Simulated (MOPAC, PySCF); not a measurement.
H4O3Sn, SMILES `[OH][SnH]([OH])[OH]`, neutral singlet in the gas phase. 

Z-matrix (Å, degrees):
```
Sn
O 1 1.9841
H 2 0.9737 1 109.28
O 1 1.9842 2 107.05 3 107.47
H 4 0.9737 1 109.30 2 -7.28
O 1 1.9842 2 106.98 3 -7.02
H 6 0.9737 1 109.30 2 107.61
H 1 1.7060 2 111.83 3 -129.79
```
Charge 0, multiplicity 1.

All levels are single points at this geometry (PBE-D3(BJ)/def2-TZVP); Pople sets use spherical d functions. Orbital energies aren't observables, and empty levels follow the basis.

B3LYP/LANL2DZ in PySCF gives HOMO (eV) = -8.45.

Estimate the HOMO (eV) from each of these levels: PBE-D3(BJ)/def2-TZVP in PySCF; B3LYP/6-311+G** (LANL2DZ on Sn) in PySCF; PBE/6-31G* (LANL2DZ on Sn) in PySCF; SVWN5/6-31G* (LANL2DZ on Sn) in PySCF; HF/6-31G* (LANL2DZ on Sn) in PySCF; PM3 in MOPAC; PM6 in MOPAC; PM7 in MOPAC.


| level | HOMO (eV) |
|---|---|
| PBE-D3(BJ)/def2-TZVP in PySCF | -7.07 |
| B3LYP/6-311+G** (LANL2DZ on Sn) in PySCF | -8.68 |
| PBE/6-31G* (LANL2DZ on Sn) in PySCF | -6.67 |
| SVWN5/6-31G* (LANL2DZ on Sn) in PySCF | -6.79 |
| HF/6-31G* (LANL2DZ on Sn) in PySCF | -12.82 |
| PM3 in MOPAC | -11.76 |
| PM6 in MOPAC | -11.42 |
| PM7 in MOPAC | -11.12 |
